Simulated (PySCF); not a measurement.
CH3Si, SMILES [Si]C (connectivity only; charge and spin as stated), charge +1, multiplicity 1. Atoms are numbered in the order given.

```xyz
5

C      0.0000     0.0000    -1.0442
Si     0.0000     0.0000     0.7571
H      0.8898     0.5137    -1.4445
H     -0.8898     0.5137    -1.4445
H      0.0000    -1.0274    -1.4445
```
Charge +1, spin multiplicity 1.

The structure is a stationary point at r2SCAN-D4/def2-TZVP. The spin state was assumed, not searched. The isomer is the one that the SMILES or the coordinates give; other isomers of the formula were not compared.

Computed with TDA-ωB97X/def2-TZVPD (PySCF).

Vertical excitations; the highest root listed may be one member of a degenerate set. The molecule is in vacuum. State labels are in the subgroup Cs.

Computed lowest excited states:
| state | symmetry | energy (eV) | λ (nm) | f | main pairs |
|---|---|---|---|---|---|
| S1 | A" | 3.79 | 327 | 0.036 | HOMO→LUMO (degenerate set) |
| S2 | A' | 3.79 | 327 | 0.036 | HOMO→LUMO+1 (degenerate set) |
| S3 | A" | 7.56 | 164 | 0.000 | HOMO−2→LUMO 49 %, HOMO−1→LUMO+1 49 % |
| S4 | A' | 7.71 | 161 | 0.001 | HOMO−2→LUMO+1, HOMO−1→LUMO (degenerate set) |
| S5 | A" | 7.71 | 161 | 0.001 | HOMO−1→LUMO+1, HOMO−2→LUMO (degenerate set) |
| S6 | A' | 8.53 | 145 | 0.027 | HOMO−1→LUMO 40 %, HOMO−2→LUMO+1 40 %, HOMO→LUMO+2 15 % |
| S7 | A' | 9.36 | 132 | 0.479 | HOMO→LUMO+2 82 % |
| S8 | A' | 9.92 | 125 | 0.078 | HOMO−3→LUMO+1, HOMO→LUMO+5 (degenerate set) |
| S9 | A" | 9.92 | 125 | 0.078 | HOMO−3→LUMO, HOMO→LUMO+4 (degenerate set) |
| S10 | A" | 10.23 | 121 | 0.128 | HOMO→LUMO+4 61 %, HOMO−3→LUMO 30 % |
| T1 | A" | 2.46 | 505 | 0 | HOMO→LUMO (degenerate set) |
| T2 | A' | 2.46 | 505 | 0 | HOMO→LUMO+1 (degenerate set) |
| T3 | A' | 7.22 | 172 | 0 | HOMO−1→LUMO 49 %, HOMO−2→LUMO+1 48 % |
| T4 | A' | 7.37 | 168 | 0 | HOMO−2→LUMO+1 48 %, HOMO−1→LUMO 48 % |
Triplets are in the Tamm–Dancoff approximation.
